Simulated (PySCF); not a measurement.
**Radial density of Cl (chlorine, neutral)**

M06-L, [Ne] 3s2 3p5, 2P determinant. Calculation: PySCF 2.14, in def2-TZVP (5s5p2d1f, 37 functions); no relativity, point nucleus.

```json
{"r (bohr)": "0.00172", "4πr²ρ (e/bohr)": "0.1124", "4πr²(ρα − ρβ)": "0.0000"}
{"r (bohr)": "0.00289", "4πr²ρ (e/bohr)": "0.3069", "4πr²(ρα − ρβ)": "0.0000"}
{"r (bohr)": "0.00486", "4πr²ρ (e/bohr)": "0.8094", "4πr²(ρα − ρβ)": "0.0001"}
{"r (bohr)": "0.00818", "4πr²ρ (e/bohr)": "2.050", "4πr²(ρα − ρβ)": "0.0001"}
{"r (bohr)": "0.0138", "4πr²ρ (e/bohr)": "4.795", "4πr²(ρα − ρβ)": "0.0004"}
{"r (bohr)": "0.0231", "4πr²ρ (e/bohr)": "9.893", "4πr²(ρα − ρβ)": "0.0010"}
{"r (bohr)": "0.0389", "4πr²ρ (e/bohr)": "16.48", "4πr²(ρα − ρβ)": "0.0036"}
{"r (bohr)": "0.0654", "4πr²ρ (e/bohr)": "19.56", "4πr²(ρα − ρβ)": "0.0147"}
{"r (bohr)": "0.110", "4πr²ρ (e/bohr)": "15.28", "4πr²(ρα − ρβ)": "0.0538"}
{"r (bohr)": "0.185", "4πr²ρ (e/bohr)": "14.17", "4πr²(ρα − ρβ)": "0.1290"}
{"r (bohr)": "0.311", "4πr²ρ (e/bohr)": "19.43", "4πr²(ρα − ρβ)": "0.1239"}
{"r (bohr)": "0.524", "4πr²ρ (e/bohr)": "11.04", "4πr²(ρα − ρβ)": "-0.0076"}
{"r (bohr)": "0.881", "4πr²ρ (e/bohr)": "3.621", "4πr²(ρα − ρβ)": "0.2961"}
{"r (bohr)": "1.48", "4πr²ρ (e/bohr)": "4.513", "4πr²(ρα − ρβ)": "0.6695"}
{"r (bohr)": "2.49", "4πr²ρ (e/bohr)": "1.598", "4πr²(ρα − ρβ)": "0.2302"}
{"r (bohr)": "4.19", "4πr²ρ (e/bohr)": "0.1162", "4πr²(ρα − ρβ)": "0.0088"}
{"r (bohr)": "7.05", "4πr²ρ (e/bohr)": "0.0001691", "4πr²(ρα − ρβ)": "0.0000"}
```

Q: Where is the radial spin density 4πr²(ρα − ρβ) most negative, and why is it negative at all?

A: Around r = 0.524 bohr, down to -0.0076 e/bohr: exchange with the open shell polarises the paired shells in an unrestricted calculation.
